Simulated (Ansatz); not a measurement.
```yaml
crystal:
  periodic: [false, false, false]
  atoms:
    - {symbol: F, position_ang: [-0.190500, -3.844472, 3.790483]}
    - {symbol: Ga, position_ang: [1.642695, -2.676949, 0.606398]}
    - {symbol: F, position_ang: [5.177933, -1.204990, 1.052307]}
    - {symbol: F, position_ang: [0.946816, -4.633229, -2.642086]}
    - {symbol: As, position_ang: [-1.250059, 2.080701, -0.502150]}
    - {symbol: H, position_ang: [-3.679263, 2.949064, 1.562013]}
    - {symbol: H, position_ang: [-2.868950, 2.277739, -3.375441]}
    - {symbol: H, position_ang: [0.424168, 4.926735, -0.614284]}
basis:
  gaussian: {orbitals: "6-31G*", fitting: {mean_field: def2-universal-jkfit}}
hamiltonian: {xc: {name: PBEsol}, dispersion: d4}
output: {forces: true}
```

```sh
$ ansatz run in.yaml --threads 4 --pin off --events-out ev --progress --plain --max-ram 10444MiB
```

It prints (some lines left out):

```
Functional definition: PBEsol
817 factors; integrals over basis functions are off by at most 2.0e-1 eV
mean field evaluation 1: about -121218.7240 eV, gradient 9.5e1 eV
mean field evaluation 2: about -119873.3837 eV, gradient 3.1e2 eV
mean field evaluation 4: about -120895.0831 eV, gradient 2.2e2 eV
mean field evaluation 8: about -121222.9733 eV, gradient 7.0e1 eV
mean field evaluation 16: about -121250.6959 eV, gradient 5.0e0 eV
mean field evaluation 32: about -121250.8170 eV, gradient 2.1e0 eV
mean field evaluation 64: about -121250.8383 eV, gradient 1.5e-4 eV
mean field -121250.83825802 eV, -4455.8861192123 hartree, gradient 9.0e-9 eV, S^2 0.000000; 10 other end points of the search recorded, 0 dependent functions left out
reference -121250.83832525 eV, -4455.8861216827 hartree; 47, 47 occupied and 74, 74 virtual orbitals, 817 factors
Total energy: -121250.87114015 eV, -4455.8873276082 hartree
Atom 0 at    -0.190500    -3.844472     3.790483 Å, force     0.237518     0.170642    -0.430547 eV/Å
Atom 1 at     1.642695    -2.676949     0.606398 Å, force     0.164043    -0.269477     0.062466 eV/Å
Atom 2 at     5.177933    -1.204990     1.052307 Å, force    -0.482842    -0.183502    -0.063092 eV/Å
Atom 3 at     0.946816    -4.633229    -2.642086 Å, force     0.084841     0.276465     0.432568 eV/Å
Atom 4 at    -1.250059     2.080701    -0.502150 Å, force    -0.864333     1.424205    -0.335490 eV/Å
Atom 5 at    -3.679263     2.949064     1.562013 Å, force     0.908193    -0.307584    -0.788101 eV/Å
Atom 6 at    -2.868950     2.277739    -3.375441 Å, force     0.600881    -0.052954     1.084793 eV/Å
Atom 7 at     0.424168     4.926735    -0.614284 Å, force    -0.648301    -1.057795     0.037402 eV/Å
Dipole moment:    -0.721559     1.185835    -0.275269 e Å
```

In this input the geometry is stretched to more than twice its size. The run converged. The result belongs to that input, not to the molecule as meant.
